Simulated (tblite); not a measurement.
Run record: tight-binding relaxation, `C=C[C@H](F)[O+](C)[AlH3-]`.

Computed with GFN2-xTB geometry optimisation, gas phase (tblite 0.8.0). Start geometry: from a force field or distance geometry. The command runs a driver script over a list of jobs; the input below is this job's line of settings and its coordinates in Å.

Command:
```bash
OMP_NUM_THREADS=1 python probes_run.py task.json out
```

Input:
```
{"job": {"kind": "relax", "xc": "GFN2-xTB", "basis": "xTB"}, "charge": 0, "multiplicity": 1}
C      2.441700     0.278300    -0.817100
C      1.719900     0.344600     0.305300
C      0.523200    -0.536900     0.539500
F      0.955000    -1.843200     0.500500
O     -0.478300    -0.301000    -0.462400
C     -1.488600    -1.300900    -0.394400
Al    -1.314000     1.376900    -0.219700
H      2.161300    -0.396900    -1.609100
H      3.303000     0.919400    -0.948300
H      2.020600     1.033800     1.098300
H      0.110000    -0.342900     1.557600
H     -1.941400    -1.374000     0.626700
H     -2.294200    -1.113300    -1.127700
H     -1.063700    -2.293800    -0.671900
H     -2.468700     1.576900    -1.304200
H     -1.954700     1.438800     1.259500
H     -0.238000     2.546200    -0.376100
```

**Question.** What does the run print?

**Answer.** 
```
step      E/eV     max force
  0    -639.57786    2.459
  1    -639.74356    1.844
  2    -639.89808    1.061
  3    -639.95242    0.642
  4    -640.00052    0.619
  5    -640.02468    0.272
  6    -640.03373    0.314
  7    -640.04506    0.299
  8    -640.05429    0.248
  9    -640.06271    0.244
... (114 lines left out)
124    -640.30507    0.034
125    -640.30538    0.040
126    -640.30571    0.036
127    -640.30594    0.027
128    -640.30609    0.021
129    -640.30616    0.015
130    -640.30619    0.019
131    -640.30622    0.013
132    -640.30626    0.012
133    -640.30628    0.008
```

«max force» is the largest atomic force in eV/Å.

**Question.** From which step on does the largest force stay under 0.1 eV/Å, and how much energy is left to gain from there?

**Answer.** From step 66 (0.079 eV/Å), 20.1 meV above the end.

In short: energy lowered by 16.8 kcal/mol over 133 steps; largest atomic force 0.008 eV/Å at the end.

**Question.** Give the final coordinates.

**Answer.** 0.718 Å rms from the input after alignment:
```
atom  x, y, z in Å
C1     2.6792    0.4307   -0.5273
C2     1.6363    0.3545    0.2766
C3     0.6136   -0.7398    0.2151
F4     0.8944   -1.6355   -0.7894
O5    -0.6533   -0.2206   -0.0107
C6    -1.7080   -1.1627    0.1235
Al7   -1.3679    1.4790   -0.5271
H8     2.8484   -0.2951   -1.3049
H9     3.3939    1.2288   -0.4385
H10    1.4436    1.0722    1.0606
H11    0.6176   -1.3390    1.1470
H12   -1.7400   -1.5566    1.1426
H13   -2.6266   -0.6145   -0.0910
H14   -1.5888   -1.9783   -0.5924
H15   -2.1646    0.9976   -1.8020
H16   -2.2123    1.6599    0.8000
H17   -0.0725    2.3316   -0.7258
```

The run took 4.0 s wall, 2.6 s CPU on AMD EPYC, one thread, on a shared host.
Labels such as C1 count atoms from 1, the log's own numbers from 0.
